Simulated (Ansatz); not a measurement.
Basis-set extrapolation for BH6NO2Si (PBE0-D4/def2-TZVP geometry, frozen core, Ansatz 0.2.0). Multiplicity 1, RHF reference.

```json
{"": "HF", "def2-TZVPP": "-521.500046", "def2-QZVPP": "-521.520626"}
{"": "MP2 correlation", "def2-TZVPP": "-0.931871", "def2-QZVPP": "-1.002956"}
{"": "CCSD(T) correlation", "def2-TZVPP": "-0.997977", "def2-QZVPP": "not run"}
```

Energies in hartree. Use E(X) = E(∞) + A·exp(−7.88·√X) for Hartree–Fock and E(X) = E(∞) + B·X^(−2.97) for correlation, with X = 3 and 4, and add CCSD(T) minus MP2 of the smaller set to the MP2 limit.

Question: What is the CCSD(T) energy at the basis-set limit?

Answer: HF limit: -521.520626 + (-0.020580) × 0.13774 = -521.52346. MP2 limit: -1.002956 + (-0.071085) × 0.74074 = -1.05561. Higher-order term: -0.997977 − (-0.931871) = -0.06611. Total: -522.64518 hartree, 386.4 kJ/mol below CCSD(T)/def2-TZVPP.
